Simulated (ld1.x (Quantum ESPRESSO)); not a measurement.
# Pseudopotential generation for iron: ultrasoft, PBE, scalar-relativistic.

* Element: Fe (Z = 26)
* Generator: ld1.x (Quantum ESPRESSO) 7.5
* Type: ultrasoft
* Functional: PBE
* Relativity: scalar-relativistic
* Frozen core: [Ar]
* Valence charge: 8
* Reference configuration: 3d6 4s2 4p0
* Partial waves: 4s (bound): rcut 1.55, rcutus 2.15 bohr; 4s channel at 0.05 Ry: rcut 1.55, rcutus 2.15 bohr; 4p (bound, empty): rcut 1.75, rcutus 2.40 bohr; 4p channel at 4.9 Ry: rcut 1.75, rcutus 2.40 bohr; 3d (bound): rcut 1.35, rcutus 1.80 bohr; 3d channel at -0.15 Ry: rcut 1.35, rcutus 1.80 bohr
* Local potential: all-electron potential smoothed inside 1.80 bohr (lloc = -1)
* Core correction: a·sin(br)/r model core inside 1.80 bohr
* Augmentation charge: built from norm-conserving waves at rcut, not smoothed further

- Cutoffs needed: 35 Ry and 50 Ry (the cutoffs (Ry, on a coarse ladder) from which the occupation-weighted sum of valence levels, in a spherical-Bessel basis at the reference potential, stays within 10 and 1 mRy of its value at 400 Ry)
- Ghost test: no extra level below or beside the all-electron valence levels (s, p, d, f tested) (spherical-Bessel basis up to 400 Ry, 20 bohr box)
- Largest excitation error: -933 meV (all-electron minus pseudo) for 3d4 4s0 4p0, out of 7 test configurations
- Lowest eigenvalue of the overlap operator: 0.50 (s channel)
